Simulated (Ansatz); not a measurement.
Molecule: dichloro-bis(sulfanyl)silane, sum formula SiH$_{2}$S$_{2}$Cl$_{2}$, net charge 0, singlet state. 
Geometry from a B3LYP-D3(BJ)/def2-TZVP (Ansatz, a first-principles code) optimisation:
SMILES: Cl[Si](Cl)(S)S
```xyz
7

S      1.8872     0.0742    -0.9528
Si    -0.0040     0.0035     0.0024
S     -1.1892    -1.4799    -0.9477
Cl     0.1202    -0.4107     2.0125
Cl    -0.7777     1.8926    -0.1880
H      2.1641    -1.2148    -0.6822
H     -2.0997    -1.5372     0.0415
```
Charge 0, spin multiplicity 1.

Basis-set convergence of Hartree-Fock and MP2 correlation energies (hartree) with Ansatz. Valence correlation only, unless marked. Spin-orbit coupling is left out. No relativistic terms.

| basis | functions | E(HF) | E(corr, MP2) |
|---|---|---|---|
| cc-pV(D+d)Z | 125 | -2004.35502 | -0.63441 |
| cc-pV(T+d)Z | 223 | -2004.43353 | -0.84478 |
| cc-pV(Q+d)Z | 380 | -2004.45083 | -0.92591 |
| cc-pV(5+d)Z | 610 | -2004.45389 | -0.96040 |

Extrapolating the two largest sets (X = 4 and 5) as X^-3: E(corr) = (125·(-0.96040) - 64·(-0.92591))/61 = -0.9966 Eh, an estimate of the basis-set limit. The largest set recovers 96.4 % of it, the smallest 63.7 %.
